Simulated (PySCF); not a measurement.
# CuCl₃ → CuCl + Cl₂

Level: PBE in the def2-SVP basis family, all electrons, no relativity, computed in PySCF with density fitting; open shells unrestricted.

| species | state and structure | E (Eh) | ZPE (kJ/mol) | H(298 K) − H(0) (kJ/mol) | S° (J/(mol K)) |
| --- | --- | --- | --- | --- | --- |
| CuCl₃ | triplet, D3h, Cu–Cl 2.146 Å (×3) | -3019.68515 | 8.1 | 18.6 | 346.2 |
| CuCl | singlet, C∞v, Cu–Cl 2.074 Å | -2099.91834 | 2.5 | 9.5 | 237.0 |
| Cl₂ | singlet, D∞h, Cl–Cl 2.054 Å | -919.69068 | 2.9 | 9.3 | 223.9 |

Question: What is the electronic reaction energy?

Answer: At PBE/def2-SVP, ΔE = 199.9 kJ/mol from the differences of the total energies times 2625.5, uphill. 

Question: Add zero-point, thermal and entropy terms for 298.15 K and 1 bar.

Answer: ΔZPE = -2.7 and Δ[H(298) − H(0)] = 0.2 kJ/mol give ΔH° = 197.4 kJ/mol. ΔS° = 114.7 J/(mol K), so ΔG° = 197.4 − 298.15 × (0.1147) = 163 kJ/mol. ΔG° would change sign near 1720 K if ΔH° and ΔS° stayed fixed.

Open d or f shells are single determinants, so the state found may not be the ground state. Each species is the lowest minimum found with this bonding; other isomers or fragments can lie lower.
